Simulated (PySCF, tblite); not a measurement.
Isomers of C6H14P2. Method: GFN2-xTB as coded in tblite; computed harmonic values from a numerical Hessian at the method's own geometry, unscaled. This tight-binding method is rough: wavenumbers can miss measured ones by several per cent, in bad cases by 10 to 20. Modes of hydrogen on phosphorus can be 10 to 20 % off. One conformer each.

Electronic energies: PBE0-D3(BJ)/def2-SVP at its own geometries (PySCF, gas phase).

| SMILES | electronic energy, lowest = 0 (kJ/mol) |
| --- | --- |
| C=[P@](C)(/C=C/C)CP | 235.9 |
| CCP1CCPCC1 | 0.0 |
| C=CC[P@](C)(P)=CC | 224.8 |

How do GFN2-xTB zero-point energies change the relative energies?

```json
{"SMILES": "CCP1CCPCC1", "ZPE (kJ/mol)": "484.9", "of it from modes above 1550 cm⁻¹": "242.8", "electronic (kJ/mol)": "0.0", "with ZPE, lowest = 0 (kJ/mol)": "0.0", "lowest mode (cm⁻¹)": "64", "rings": "1"}
{"SMILES": "C=CC[P@](C)(P)=CC", "ZPE (kJ/mol)": "462.0", "of it from modes above 1550 cm⁻¹": "253.2", "electronic (kJ/mol)": "224.8", "with ZPE, lowest = 0 (kJ/mol)": "202.0", "lowest mode (cm⁻¹)": "36", "rings": "0"}
{"SMILES": "C=[P@](C)(/C=C/C)CP", "ZPE (kJ/mol)": "458.1", "of it from modes above 1550 cm⁻¹": "251.7", "electronic (kJ/mol)": "235.9", "with ZPE, lowest = 0 (kJ/mol)": "209.2", "lowest mode (cm⁻¹)": "54", "rings": "0"}
```

The zero-point energies span 26.8 kJ/mol, from `C=[P@](C)(/C=C/C)CP` to `CCP1CCPCC1`. The order is unchanged.

And how do the electronic energies of GFN2-xTB itself compare?

`CCP1CCPCC1` 0.0; `C=CC[P@](C)(P)=CC` 215.3; `C=[P@](C)(/C=C/C)CP` 238.0 kJ/mol, lowest = 0. Against the energies above, taken from the same isomer `CCP1CCPCC1`, the largest difference is 9.5 kJ/mol. The two levels were optimised apart and needn't hold the same conformer.

What do entropy and thermal enthalpy add at 298.15 K and 1 bar (rigid rotor, harmonic oscillator, one conformer each)?

```json
{"SMILES": "CCP1CCPCC1", "point group": "C1", "symmetry number": "1", "S (J/(mol K))": "409.5", "H − H(0) (kJ/mol)": "29.18", "ZPE + H − H(0) − TS (kJ/mol)": "392.0"}
{"SMILES": "C=CC[P@](C)(P)=CC", "point group": "C1", "symmetry number": "1", "S (J/(mol K))": "470.0", "H − H(0) (kJ/mol)": "36.50", "ZPE + H − H(0) − TS (kJ/mol)": "358.4"}
{"SMILES": "C=[P@](C)(/C=C/C)CP", "point group": "C1", "symmetry number": "1", "S (J/(mol K))": "459.3", "H − H(0) (kJ/mol)": "35.80", "ZPE + H − H(0) − TS (kJ/mol)": "357.0"}
```
